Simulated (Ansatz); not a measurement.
ClH5NOScSi, SMILES `[NH2][Sc]([Cl])[O][SiH3]`, relaxed with RKS PBE0-D4/def2-TZVP in Ansatz from a GFN2-xTB geometry. The force threshold is 0.005 eV/Å; the program also tests the step.

Total charge 0; spin multiplicity 1.

Start:

```xyz
10

N     1.495    1.281   -1.773
Sc    1.247    0.092   -0.194
Cl    3.037   -0.777    0.835
O    -0.400   -0.394    0.536
Si   -1.833   -0.795    1.153
H     2.386    1.570   -2.183
H     0.789    1.741   -2.349
H    -1.601   -1.516    2.417
H    -2.592    0.447    1.383
H    -2.527   -1.651    0.176
```

(1) By how much does the energy fall, and how many steps does the optimiser take? (Estimate.)

(2) Which bonds change most? (An estimate is asked.)

(3) Give the relaxed structure. (Estimate.)

Answers

(1) Computed: 0.13 eV, in 9 steps, 1 of them rejected.

(2) The calculation gave: Sc2–Cl3 from 2.240 to 2.322 Å; N1–Sc2 from 1.992 to 1.958 Å; O4–Si5 from 1.611 to 1.633 Å; Si5–H8 from 1.473 to 1.488 Å.

(3) Ansatz gave: 
```xyz
10

N     1.436    1.231   -1.697
Sc    1.361    0.044   -0.141
Cl    3.344   -0.749    0.770
O    -0.362   -0.358    0.488
Si   -1.829   -0.747    1.090
H     2.283    1.542   -2.157
H     0.650    1.642   -2.184
H    -1.690   -1.474    2.380
H    -2.630    0.486    1.322
H    -2.561   -1.616    0.129
```
